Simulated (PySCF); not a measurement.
## Scandium: a sound run and one with changed settings

Sound run: Sc [Ar] 3d1 4s2, Sc⁺ [Ar] 3d1 4s1. Computed with PySCF 2.14 in aug-cc-pVDZ (7s6p4d2f, 59 functions), with the non-relativistic Hamiltonian (point nucleus). In the sound run the correlated levels freeze [Ar]. The sound run starts from symmetry-adapted Hartree-Fock orbitals and uses a fine grid where one is needed.

A second run was set up differently.

```
species  method  sound run (hartree)  changed run (hartree)  converged
     Sc     MP2           -759.76465             -759.93218        yes
    Sc⁺     MP2           -759.54323             -759.70226        yes
```

Ionisation energy of Sc:

```json
{"method": "UHF", "sound run (eV)": "5.368", "changed run (eV)": "5.368"}
{"method": "MP2", "sound run (eV)": "6.025", "changed run (eV)": "6.257"}
{"method": "SCS-MP2", "sound run (eV)": "6.157", "changed run (eV)": "6.329"}
```

Problem. What was changed?
A. level shift left on
B. all electrons correlated in a valence basis
C. a valence shell is frozen
D. minimal basis

Solution. B. A valence basis has no tight correlating functions, so it recovers only part of the core correlation, and not evenly between atom and ion.
